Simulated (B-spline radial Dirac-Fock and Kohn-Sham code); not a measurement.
**X-ray scattering factor of In⁴⁸⁺**

System: indium as In⁴⁸⁺, configuration 1s1.

The computed values come from a radial finite-basis atomic code: Dirac-Fock orbitals of the configuration average with a finite nucleus. f₀ is the Fourier transform of the spherical electron density, S the Waller-Hartree incoherent function, and s = sin θ/λ. The electron scattering factor follows from the Mott-Bethe formula f_e = 0.023934 Å⁻¹·(Z − f₀)/s².

```
s (Å⁻¹)     f₀      S  f_e (Å)
      0  1.000  0.000        –
   0.05  1.000  0.000  459.533
    0.1  1.000  0.000  114.883
   0.15  1.000  0.000   51.059
    0.2  1.000  0.001   28.721
   0.25  0.999  0.001   18.382
    0.3  0.999  0.002   12.765
   0.35  0.999  0.002    9.378
    0.4  0.999  0.003    7.180
   0.45  0.998  0.003    5.673
    0.5  0.998  0.004    4.596
    0.6  0.997  0.006    3.191
    0.7  0.996  0.008    2.345
    0.8  0.995  0.011    1.795
    0.9  0.993  0.014    1.419
      1  0.992  0.017    1.149
    1.1  0.990  0.020    0.950
    1.2  0.988  0.024    0.798
    1.4  0.984  0.033    0.586
    1.6  0.979  0.042    0.449
    1.8  0.973  0.053    0.355
      2  0.967  0.065    0.287
    2.5  0.949  0.100    0.184
      3  0.928  0.139    0.128
    3.5  0.904  0.184    0.094
      4  0.877  0.231    0.072
      5  0.818  0.331    0.046
      6  0.753  0.433    0.032
```

f₀ starts at the number of electrons, 1. The sum of ⟨r²⟩ over the electrons is 0.001155 bohr². For an ion f_e diverges as s goes to zero, because of the net charge.
